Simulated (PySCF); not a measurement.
A structure optimised at PBE-D3(BJ)/def2-SVP, used in a PySCF frequency run:

```xyz
11

C     -0.1674     2.8571     0.0000
C      0.0950     1.5685     0.0000
C      0.2664     0.2556     0.0000
O      1.4372    -0.5097     0.0000
C      0.6998    -1.7698     0.0000
C     -0.6184    -0.9652     0.0000
O     -1.7968    -1.2133     0.0000
H     -0.2809     3.4270    -0.9410
H     -0.2809     3.4270     0.9410
H      0.8928    -2.3737    -0.9120
H      0.8928    -2.3737     0.9120
```

Task: Write its SMILES, formula and point group.

Result: C=C=C1OCC1=O, C₅H₄O₂, Cs

Task: What are its rotational constants (standard atomic weights)?

Result: 4.9829, 2.0745, 1.4947 GHz
